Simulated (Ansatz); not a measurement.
The same germylene extrusion along the group O, S, Se.

Computed with Ansatz on PBE0-D4/def2-TZVP structures; ΔE is electronic, products minus reactants. CCSD(T)/CBS adds triple-zeta CCSD(T) − MP2 to the extrapolated MP2 energy (def2 sets, frozen cores). This one scheme is used for every species. Functionals use def2-TZVPP. For Ge, Se outer-core shells are correlated without core-valence functions, which leaves a few kJ/mol of doubt a bond. Scalar relativity is left out up to krypton. Each species was taken in one conformer, which may not be the lowest.

```csv
reaction,CCSD(T)/CBS(def2) (eV)
`[CH3][GeH]([OH])[F]` → `[CH3][Ge][F]` + H₂O,1.57
`[CH3][GeH]([F])[SH]` → `[CH3][Ge][F]` + H₂S,?
`[CH3][GeH]([F])[SeH]` → `[CH3][Ge][F]` + H₂Se,1.78
```

Problem. Fill in the missing values. (Estimate.)

Solution. Computed: `[CH3][GeH]([F])[SH]` → `[CH3][Ge][F]` + H₂S: +1.67 eV.

Largest T1 diagnostic: 0.013, for `[CH3][Ge][F]`.
